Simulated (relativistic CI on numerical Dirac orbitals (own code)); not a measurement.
What each ingredient does to the levels of Cr6+

Base calculation: Dirac-Coulomb-Breit CI, orbitals from a KLI potential per configuration, model QED (radiative potential, 1s self-energy scaled to tabulated hydrogen-like ionisation energies), unscaled Slater integrals.

Configuration list (outside the closed core [Ne]): 3s2.3p6, 3s2.3p5.3d, 3s.3p6.3d, 3s2.3p5.4s, 3s2.3p5.4p, 3s2.3p5.4d, 3s2.3p5.4f, 3s2.3p5.5s, 3s2.3p5.5p, 3s.3p6.4s, 3s2.3p5.5d, 3s.3p6.4p, 3p6.3d2, 3p5.3d3, 3p5.3d2.4s, 3p5.3d2.4p, 3p5.3d2.4d, 3p5.3d2.4f. Double excitations out of closed p, d and f shells are left out; levels of such configurations are missing from the list, as are those of other unlisted configurations, and high levels can miss mixing partners. These lack a partner that the ground configuration has and come out too high: 3s2.3p5.5s, 3s2.3p5.5p, 3s2.3p5.5d.

The lowest level and the first level of each name with at least 55 % of one term (blank where a level has no safe partner in the second run):

```tsv
Level	Base (cm⁻¹)	Shift (cm⁻¹)
3s2.3p6 1S_0	0	0
3s2.3p5.3d 3P°_0	336393	-155
3s2.3p5.3d 3P°_1	338022	-155
3s2.3p5.3d 3P°_2	341421	-154
3s2.3p5.3d 3F°_4	353133	-130
3s2.3p5.3d 3F°_3	355907	-130
3s2.3p5.3d 3F°_2	358863	-129
3s2.3p5.3d 3D°_3	382094	-140
3s2.3p5.3d 1D°_2	383195	-139
3s2.3p5.3d 3D°_1	385263	-139
3s2.3p5.3d 3D°_2	386525	-138
3s2.3p5.3d 1F°_3	388615	-139
3s2.3p5.3d 1P°_1	515185	-330
3s.3p6.3d 3D_1	659916	-458
```

At this charge configurations can still be misplaced by up to about 7 % of their energy. 48 of the 56 excited levels that our extract of the measured tables holds in this range could be paired (the sources list more); they are missed by 10183 cm⁻¹ on average and 73810 at most, and levels without a partner can miss by more.

Question: One thing was changed in a second run, which moved the levels as shown. Which?
A. valence Slater integrals scaled by 0.9
B. Breit term removed
C. one mean potential for all configurations
D. configuration mixing switched off
E. only the first 3 configurations
F. QED terms removed

Answer: C. One mean potential for all configurations. One potential for all configurations removes the relaxation of the orbitals, which moves whole configurations and changes the integrals a little.

LS names give the leading component of a level, which can be under half, so a name can repeat, a term be missing and a line seem to break the LS rules.
